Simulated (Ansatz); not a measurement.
System: 4-fluoro-1,3-dioxole, C$_{3}$H$_{3}$FO$_{2}$, net charge 0, singlet state. SMILES: FC1=COCO1
Coordinates optimised at B3LYP-D3(BJ)/def2-TZVP (Ansatz, a program for electronic structure):
```xyz
9

F      1.8074    -0.9228     0.0089
C      0.6831    -0.2434     0.0040
C      0.4343     1.0462     0.1720
O     -0.9358     1.2561    -0.0199
C     -1.4902    -0.0489     0.0660
O     -0.4372    -0.9683    -0.2724
H      1.0694     1.8915     0.3512
H     -1.8082    -0.2534     1.0981
H     -2.3064    -0.1575    -0.6433
```

Parts of the frozen-core correlation energy in 6-31G (Ansatz, hartree). Frozen orbitals: 6; correlated occupied orbitals by spin: 17 and 17; virtual: 37 and 37. No spin-orbit coupling. No relativistic terms. The restricted reference is unstable.

```json
[
 {"term": "reference (HF)", "value": "-364.27506"},
 {"term": "MP2 opposite-spin", "value": "?"},
 {"term": "MP2 same-spin", "value": "?"},
 {"term": "CCSD correlation", "value": "-0.64319"},
 {"term": "(T)", "value": "?"},
 {"term": "T1 diagnostic", "value": "0.013"},
 {"term": "largest doubles amplitude", "value": "0.115"}
]
```

Some entries are withheld; supply them.


- MP2 opposite-spin, value: -0.46116
- MP2 same-spin, value: -0.15714
- (T), value: -0.01781
